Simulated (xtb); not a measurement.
silylsulfanylsilane (H6SSi2), SMILES [SiH3]S[SiH3]. All values are semi-empirical tight-binding results from xtb (GFN2-xTB unless named), good for trends rather than for accurate numbers. Geometry optimised at GFN2-xTB.

Optimised geometry:

```xyz
9

Si     1.5988     0.3149     0.5960
S      0.0003     0.4129    -0.8313
Si    -1.5992    -0.6645     0.1072
H      1.9433    -1.0855     0.8100
H      2.6619     1.0671    -0.0439
H      1.1431     0.9210     1.8417
H     -1.1532    -2.0301     0.3569
H     -2.6675    -0.5860    -0.8715
H     -1.9270     0.0011     1.3627
```
Charge 0, spin multiplicity 1.

```yaml
point_group_as_xtb_finds_it: C2v
orbital_gap: 4.40 eV
zero_point_energy: 31.5 kcal/mol
G − E(el) at 298.15 K (modified RRHO): 12.6 kcal/mol
static polarisability (D4 model): 80.3 bohr³
solvation energy, GFN2-xTB/ALPB(water): 1.2 kcal/mol
solvation energy, GFN2-xTB/ALPB(chcl3): -3.8 kcal/mol
```

Task: Give the atomic charges and the Wiberg bond orders between heavy atoms. (An estimate is asked for; the answer gives what the named calculation found.)

Result: charges (e) Si1 0.49, S2 -0.48, Si3 0.49, H4 -0.09, H5 -0.07, H6 -0.09, H7 -0.09, H8 -0.07, H9 -0.09. Bond orders Si1–S2 0.96, S2–Si3 0.96.
